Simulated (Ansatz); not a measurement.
Geometry optimisation, Ansatz, RKS PBE0-D4/def2-SVP.

input.yaml

```yaml
crystal:
  periodic: [false, false, false]
  atoms:
    - { symbol: Si, position_ang: [-0.612999, 0.223139, -0.63189] }
    - { symbol: Br, position_ang: [0.175448, -1.923978, -0.4863] }
    - { symbol: H, position_ang: [-1.583754, 0.189855, -1.762797] }
    - { symbol: H, position_ang: [-1.307729, 0.567322, 0.630316] }
    - { symbol: H, position_ang: [0.518525, 1.12377, -0.952828] }
    - { symbol: H, position_ang: [1.504564, -0.531637, 1.553845] }
    - { symbol: F, position_ang: [1.305844, 0.351529, 1.649554] }
basis:
  gaussian: { orbitals: def2-SVP }
hamiltonian:
  xc: pbe0
  dispersion: d4
relax:
  f_tol: 0.03
  max_steps: 50
output:
  orbitals: {}
```

Command:

```bash
$ ansatz run input.yaml --threads 2 --pin off --max-ram 3072MiB --backend cpu --events-out ev --progress --plain --runs-dir out
```

**Question.** Where does it end, and by what steps?

**Answer.** It converged. After 5 steps the energy has fallen by 0.053 eV; H6 moved furthest, 0.26 Å.

```tsv
step	energy less start (eV)	largest force component (eV/Å)	accepted
0	0.0000	0.925	yes
1	-0.0206	1.563	yes
2	-0.0148	0.305	no
3	-0.0501	0.414	yes
4	-0.0497	0.179	no
5	-0.0535	0.030	yes
```

```xyz
7
Properties=species:S:1:pos:R:3
Si -0.605 0.232 -0.620
Br 0.256 -1.836 -0.355
H -1.559 0.128 -1.758
H -1.313 0.602 0.631
H 0.508 1.157 -0.946
H 1.350 -0.572 1.349
F 1.363 0.289 1.699
```

The run took 14 s on 2 threads of AMD EPYC 7R43 64-Core Processor (Zen 3), on a shared host, peak memory 0.2 GiB.
